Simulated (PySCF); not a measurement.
H$_{3}$ClO$_{2}$SeSi (SMILES O[Si](O)(Cl)[SeH]), singlet, at a GFN2-xTB geometry; CASCI(6,5)/STO-3G (PySCF).

Input for PySCF:
```python
from pyscf import gto, scf, mcscf
import numpy

mol = gto.Mole()
mol.atom = '''
    O    -1.58170229   -1.14062528   -0.64070472
    Si   -0.72202856    0.04326500    0.03152289
    O    -1.35706208    1.45044399   -0.45168701
    Cl   -0.85520112   -0.25987859    2.00430849
    Se    1.44450479    0.03850995   -0.70613706
    H    -1.81665783   -1.11773974   -1.56559795
    H    -0.98733473    2.28909483   -0.18764048
    H     1.84776316   -1.14701676   -0.01353254
'''
mol.basis = 'sto-3g'
mol.verbose = 4
mol.build()

mf = scf.RHF(mol)
mf.kernel()
mc = mcscf.CASCI(mf, 5, 6)
mc.fix_spin_(ss=0.0)
mc.kernel()
occ = numpy.linalg.eigvalsh(mc.fcisolver.make_rdm1(mc.ci, mc.ncas, mc.nelecas))[::-1]
ss = mc.fcisolver.spin_square(mc.ci, mc.ncas, mc.nelecas)[0]
print('natural occupations', occ.round(4), ' <S^2>', round(ss, 4))
```

Q: Write the output that PySCF gives for this input, abridged.

A: 
```
PySCF version 2.14.0

[INPUT] verbose = 4
[INPUT] num. atoms = 8
[INPUT] num. electrons = 84
[INPUT] charge = 0
[INPUT] spin (= nelec alpha-beta = 2S) = 0
[INPUT] symmetry False subgroup None
[INPUT] Mole.unit = angstrom
[INPUT] Symbol           X                Y                Z      unit          X                Y                Z       unit  Magmom
[INPUT]  1 O     -1.581702290000  -1.140625280000  -0.640704720000 AA   -2.988984138697  -2.155469389955  -1.210756447516 Bohr   0.0
[INPUT]  2 Si    -0.722028560000   0.043265000000   0.031522890000 AA   -1.364436232514   0.081759000779   0.059569628755 Bohr   0.0
[INPUT]  3 O     -1.357062080000   1.450443990000  -0.451687010000 AA   -2.564475665233   2.740941900121  -0.853564742924 Bohr   0.0
[INPUT]  4 Cl    -0.855201120000  -0.259878590000   2.004308490000 AA   -1.616095898221  -0.491099360738   3.787594115241 Bohr   0.0
[INPUT]  5 Se     1.444504790000   0.038509950000  -0.706137060000 AA    2.729718438722   0.072773258571  -1.334405649806 Bohr   0.0
[INPUT]  6 H     -1.816657830000  -1.117739740000  -1.565597950000 AA   -3.432985760747  -2.112221987143  -2.958551346681 Bohr   0.0
[INPUT]  7 H     -0.987334730000   2.289094830000  -0.187640480000 AA   -1.865792232971   4.325762301858  -0.354589117082 Bohr   0.0
[INPUT]  8 H      1.847763160000  -1.147016760000  -0.013532540000 AA    3.491766315461  -2.167547536686  -0.025572794370 Bohr   0.0

nuclear repulsion = 537.898450757729
number of shells = 27
number of NR pGTOs = 147
number of NR cGTOs = 49
basis = sto-3g
ecp = {}

******** <class 'pyscf.scf.hf.RHF'> ********
method = RHF
initial guess = minao
damping factor = 0
level_shift factor = 0
DIIS = <class 'pyscf.scf.diis.CDIIS'>
diis_start_cycle = 1
diis_space = 8
diis_damp = 0
SCF conv_tol = 1e-09
SCF conv_tol_grad = None
SCF max_cycles = 50
direct_scf = True
direct_scf_tol = 1e-13
Set gradient conv threshold to 3.16228e-05
Initial guess from minao.
init E= -3260.15198410184
  HOMO = -0.555616235978627  LUMO = -0.0449155575410167  gap/eV = 13.89687
cycle= 1 E= -3263.11600276286  delta_E= -2.96  |g|= 0.627  |ddm|= 3.54
  HOMO = -0.228381763240254  LUMO = 0.257591097921497  gap/eV = 13.22400
cycle= 2 E= -3263.27456706887  delta_E= -0.159  |g|= 0.133  |ddm|= 1.22
  HOMO = -0.270365932204144  LUMO = 0.290112954216005  gap/eV = 15.25141
cycle= 3 E= -3263.28133556876  delta_E= -0.00677  |g|= 0.0279  |ddm|= 0.242
  HOMO = -0.286388340995811  LUMO = 0.283992092837122  gap/eV = 15.52084
cycle= 4 E= -3263.28178099969  delta_E= -0.000445  |g|= 0.00448  |ddm|= 0.0645
  HOMO = -0.285415437864369  LUMO = 0.283514255597562  gap/eV = 15.48137
cycle= 5 E= -3263.28179648417  delta_E= -1.55e-05  |g|= 0.000859  |ddm|= 0.0145
  HOMO = -0.28560411446724  LUMO = 0.283712222759336  gap/eV = 15.49189
cycle= 6 E= -3263.28179706637  delta_E= -5.82e-07  |g|= 0.000238  |ddm|= 0.00269
  HOMO = -0.28565709327235  LUMO = 0.283719004006374  gap/eV = 15.49351
cycle= 7 E= -3263.28179711528  delta_E= -4.89e-08  |g|= 6.7e-05  |ddm|= 0.000837
  HOMO = -0.285652071804988  LUMO = 0.283714071236251  gap/eV = 15.49324
cycle= 8 E= -3263.28179711932  delta_E= -4.03e-09  |g|= 1.74e-05  |ddm|= 0.000244
  HOMO = -0.285651918458148  LUMO = 0.283715155272208  gap/eV = 15.49327
cycle= 9 E= -3263.28179711958  delta_E= -2.67e-10  |g|= 2.78e-06  |ddm|= 7.2e-05
  HOMO = -0.285651908355783  LUMO = 0.283714973079594  gap/eV = 15.49326
Extra cycle  E= -3263.28179711958  delta_E= -9.09e-13  |g|= 1.09e-06  |ddm|= 7.1e-06
converged SCF energy = -3263.28179711958

******** <class 'pyscf.mcscf.casci.CASCI'> ********
CAS (3e+3e, 5o), ncore = 39, nvir = 5
natorb = False
canonicalization = True
sorting_mo_energy = False
******** <class 'pyscf.fci.addons.SpinPenaltyFCISolver'> ********
max. cycles = 200
conv_tol = 1e-08
davidson only = True
linear dependence = 1e-12
level shift = 0.001
max iter space = 12
nroots = 1
pspace_size = 400
spin = None
Density matrix diagonal elements [1.99859259e+00 1.99164527e+00 1.99926948e+00 8.65259648e-03
 1.84005319e-03]
CASCI converged
CASCI E = -3263.28643379098  E(CI) = -5.94106352353901  S^2 = 0.0000000
natural occupations [1.9993e+00 1.9986e+00 1.9917e+00 8.8000e-03 1.6000e-03]  <S^2> 0.0
```
